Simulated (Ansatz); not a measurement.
CH$_{3}$BFNO$_{2}$, SMILES `NC(=O)B(O)F`, one more setting.

```yaml
crystal:
  periodic: [false, false, false]
  atoms:
    - {symbol: N, position_ang: [1.228952, -1.072857, -0.906767]}
    - {symbol: C, position_ang: [1.089835, 0.247449, 0.145808]}
    - {symbol: O, position_ang: [2.290087, 1.006760, 0.690498]}
    - {symbol: B, position_ang: [-0.788368, 0.751155, 0.633971]}
    - {symbol: O, position_ang: [-2.076591, -0.137497, 0.002738]}
    - {symbol: F, position_ang: [-1.056639, 2.027717, 1.646922]}
    - {symbol: H, position_ang: [2.372432, -1.457726, -1.264459]}
    - {symbol: H, position_ang: [0.209938, -1.671608, -1.329731]}
    - {symbol: H, position_ang: [-3.159141, 0.248733, 0.359521]}
basis:
  gaussian: {orbitals: def2-TZVPP}
hamiltonian: {xc: {name: r2SCAN}}
scf: {lower_state_search: off}
output: {forces: true}
```

```sh
$ ansatz run in.yaml --threads 4 --pin off --events-out ev --progress --plain --max-ram 10444MiB
```

Output, abridged:

```
Functional definition: r2SCAN
1139 factors; their error is unknown
mean field evaluation 1: about -10041.8373 eV, gradient 8.7e1 eV
mean field evaluation 2: about -9842.4188 eV, gradient 2.6e2 eV
mean field evaluation 4: about -10050.6462 eV, gradient 5.0e1 eV
mean field evaluation 8: about -10055.5133 eV, gradient 3.3e0 eV
mean field evaluation 16: about -10055.5249 eV, gradient 5.1e-2 eV
mean field -10055.52490390 eV, -369.5337243387 hartree, gradient 7.1e-6 eV, S^2 0.000000; 0 other end points of the search recorded, 0 dependent functions left out
reference -10055.52491629 eV, -369.5337247940 hartree; 23, 23 occupied and 205, 205 virtual orbitals, 1139 factors
Total energy: -10055.52491629 eV, -369.5337247940 hartree
Atom 0 at     1.228952    -1.072857    -0.906767 Å, force    -0.007927     0.830741     0.668651 eV/Å
Atom 1 at     1.089835     0.247449     0.145808 Å, force     4.787511     1.236794     0.758077 eV/Å
Atom 2 at     2.290087     1.006760     0.690498 Å, force    -8.070002    -5.296253    -3.814577 eV/Å
Atom 3 at    -0.788368     0.751155     0.633971 Å, force    -2.363404     0.563327     0.558048 eV/Å
Atom 4 at    -2.076591    -0.137497     0.002738 Å, force    -0.033538     4.508125     3.531808 eV/Å
Atom 5 at    -1.056639     2.027717     1.646922 Å, force     0.987369    -4.883608    -3.872797 eV/Å
Atom 6 at     2.372432    -1.457726    -1.264459 Å, force    -4.843451     1.748939     1.612140 eV/Å
Atom 7 at     0.209938    -1.671608    -1.329731 Å, force     4.251607     2.643849     1.882971 eV/Å
Atom 8 at    -3.159141     0.248733     0.359521 Å, force     5.291835    -1.351915    -1.324320 eV/Å
Dipole moment:    -0.623260    -0.697915    -0.520675 e Å
Checks for a lower state left out: stability, starts, cluster_reference, orbital_swaps, neighbouring_geometries, increment
```

Run time 2.7 s (4 threads of an Arm Neoverse V2 on a shared host); peak host memory 0.41 GiB.
